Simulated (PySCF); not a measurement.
OsSCl2: fields on a plane

Computed with PBE0/[Os def2-TZVP with ECP60, S def2-TZVP, Cl def2-TZVP], scalar-relativistic core potentials, density fitting, no spin–orbit coupling, PySCF.

The singlet minimum has Os–Cl 2.189 Å (×2), Os–S 2.012 Å; Cl–Os–Cl 118.1°, Cl–Os–S 121.0° (×2).

The plane holds Os1 at (0.00, 0.00), S2 at (2.01, 0.00), Cl3 at (-1.13, 1.88), Cl4 at (-1.13, -1.88) Å. Columns run from x = -3.15 to 4.35 Å, rows from y = 4.05 (top) to -3.75 Å, in steps of 0.3 Å. Other isomers or separated fragments may lie lower. Core electrons replaced by a potential are absent, the electrostatic potential uses the reduced nuclear charge, and values within about 0.7 Å of such atoms have no physical meaning.

Question: Give the electron localisation function (set to 0 where the density is under 0.005 e/Å³). Every second row and column.

Answer: 
```
0.00 0.00 0.00 0.00 0.00 0.00 0.00 0.00 0.00 0.00 0.00 0.00 0.00
0.00 0.00 0.18 0.39 0.43 0.26 0.00 0.00 0.00 0.00 0.00 0.00 0.00
0.00 0.22 0.64 0.82 0.85 0.69 0.24 0.00 0.00 0.00 0.00 0.00 0.00
0.07 0.51 0.84 0.08 0.29 0.82 0.35 0.02 0.03 0.00 0.00 0.00 0.00
0.12 0.61 0.88 0.49 0.09 0.79 0.20 0.10 0.44 0.56 0.41 0.00 0.00
0.00 0.47 0.78 0.83 0.75 0.22 0.06 0.44 0.81 0.87 0.82 0.53 0.00
0.00 0.06 0.23 0.26 0.38 0.76 0.75 0.56 0.22 0.10 0.92 0.78 0.20
0.00 0.01 0.06 0.10 0.72 0.00 0.84 0.58 0.23 0.81 0.91 0.81 0.26
0.00 0.26 0.60 0.68 0.32 0.41 0.27 0.53 0.81 0.85 0.90 0.69 0.00
0.11 0.58 0.85 0.43 0.68 0.63 0.08 0.26 0.69 0.76 0.66 0.30 0.00
0.10 0.59 0.87 0.85 0.14 0.82 0.30 0.04 0.15 0.28 0.16 0.00 0.00
0.00 0.38 0.78 0.80 0.88 0.79 0.33 0.01 0.00 0.00 0.00 0.00 0.00
0.00 0.10 0.41 0.67 0.70 0.50 0.13 0.00 0.00 0.00 0.00 0.00 0.00
0.00 0.00 0.05 0.14 0.16 0.08 0.00 0.00 0.00 0.00 0.00 0.00 0.00
```

Question: Give the electrostatic potential (V) (cut at 20 V). Every second row and column.

Answer: 
```
 0.0  0.0  0.0  0.0  0.0 -0.1 -0.1  0.0  0.0  0.1  0.1  0.1  0.1
 0.0  0.1  0.4  0.7  0.5  0.0 -0.1  0.0  0.0  0.1  0.1  0.1  0.1
 0.0  0.5  2.8  8.3  6.4  1.2  0.1  0.0  0.1  0.2  0.2  0.2  0.2
 0.0  1.1 12.6 20.0 20.0  6.4  0.7  0.3  0.3  0.3  0.4  0.3  0.3
 0.0  1.0 15.1 20.0 20.0  9.3  2.6  1.3  1.0  1.1  0.8  0.6  0.4
-0.1  0.3  3.7 16.2 17.4 16.8 12.8  5.2  6.5  7.6  3.1  1.1  0.6
 0.0  0.3  1.6  6.7 20.0 20.0 20.0 16.3 20.0 20.0 12.3  2.0  0.7
 0.0  0.4  1.8  7.9 20.0 20.0 20.0 20.0 20.0 20.0 18.1  2.4  0.8
 0.0  0.3  1.9  7.1 18.0 20.0 20.0  9.7 19.3 20.0  6.5  1.5  0.7
 0.0  0.6  8.5 20.0 20.0  9.6  5.6  2.6  2.4  2.7  1.6  0.8  0.5
 0.0  1.2 17.4 20.0 20.0  9.0  1.3  0.7  0.5  0.6  0.5  0.4  0.3
 0.0  0.8  6.4 20.0 20.0  3.2  0.3  0.1  0.2  0.2  0.3  0.3  0.2
 0.0  0.3  1.1  2.4  1.8  0.4  0.0  0.0  0.1  0.1  0.2  0.2  0.2
 0.0  0.1  0.2  0.2  0.1  0.0 -0.1  0.0  0.0  0.1  0.1  0.1  0.1
```

No spin–orbit coupling is included, which matters more the heavier the element.
